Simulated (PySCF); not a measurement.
# Gas-phase XPS of `B[SiH2][SiH2][SiH3]`, computed

BH9Si3.
Cartesian coordinates in Å at the PBE0-D3(BJ)/def2-SVP level; atoms count from 1:
```
atom  x, y, z in Å
B1    -2.223    0.468    0.220
Si2   -1.283   -1.021   -0.716
Si3    0.872   -0.932    0.252
Si4    1.859    1.138   -0.237
H5    -2.119    1.605   -0.175
H6    -2.822    0.275    1.252
H7    -1.849   -2.387   -0.480
H8    -1.088   -0.812   -2.186
H9     1.713   -2.046   -0.291
H10    0.767   -1.095    1.737
H11    3.250    1.228    0.305
H12    1.903    1.338   -1.718
H13    1.034    2.230    0.368
```

Computed, not measured: delta-SCF UKS SCAN, pcX-2 on the ionised atom, pcseg-1 elsewhere, spin-free X2C in PySCF. These are vertical core ionisation energies against the vacuum level, from separate self-consistent calculations with and without the core hole.

Problem. What binding energy does each computed site have?

Solution. 
```tsv
atom(s)	environment	level	binding energy (eV)	2p1/2 (eV)	above the level's lowest (eV)	count
Si2	SiH2 silicon	Si 2p3/2	106.13	106.75	0.00	1
Si2	SiH2 silicon	Si 1s	1845.79	–	0.00	1
Si3	SiH2 silicon	Si 2p3/2	106.22	106.85	+0.09	1
Si3	SiH2 silicon	Si 1s	1845.89	–	+0.10	1
Si4	SiH3 silicon	Si 2p3/2	106.53	107.15	+0.40	1
Si4	SiH3 silicon	Si 1s	1846.23	–	+0.44	1
```

The listed Si 1s values span 0.44 eV, from Si2 (bonded to 2 H, B and Si) to Si4 (bonded to 3 H and Si). Summing the Pauling electronegativity differences to the bonded atoms, each weighted by its formal bond order, gives +0.74 for the lowest site and +0.90 for the highest; no listed site has a larger sum than the highest. The smallest sum, +0.60, belongs to Si3, 0.10 eV above the lowest.

Lowest listed Si 2p3/2: Si2, bonded to 2 H, B and Si. Highest, 0.40 eV above it: Si4, bonded to 3 H and Si. Summing the Pauling electronegativity differences to the bonded atoms, each weighted by its formal bond order, gives +0.74 for the lowest site and +0.90 for the highest; no listed site has a larger sum than the highest. The smallest sum, +0.60, belongs to Si3, 0.09 eV above the lowest.

Problem. Which photon energy gives electrons from Si 2p3/2 of Si3 a kinetic energy of 100 eV, and what is their de Broglie wavelength?

Solution. hν = 106.22 + 100 = 206.22 eV, recoil neglected; λ = 12.264 Å/√(E/eV) = 1.23 Å.

Problem. Give the binding energy of Si 2p3/2 of Si3 in hartree and in kJ/mol.

Solution. 106.22 eV = 3.9035 Eh = 10249 kJ/mol.

Not every level is listed. The 2p values aren't plain energy differences: one relaxed spin-free 2p hole is combined with a matrix within the shell (ground-state 2p orbital-energy differences and spin–orbit coupling). 2p3/2, the mean of its two sublevels, lies a third of the splitting below the shell's mean and 2p1/2 two thirds above it; the statistical areas are 2:1. 2p1/2 minus 2p3/2 (ligand field included): Si 0.62 eV. No level of boron is listed. Isolated species at its PBE0-D3(BJ)/def2-SVP geometry (one conformer only).
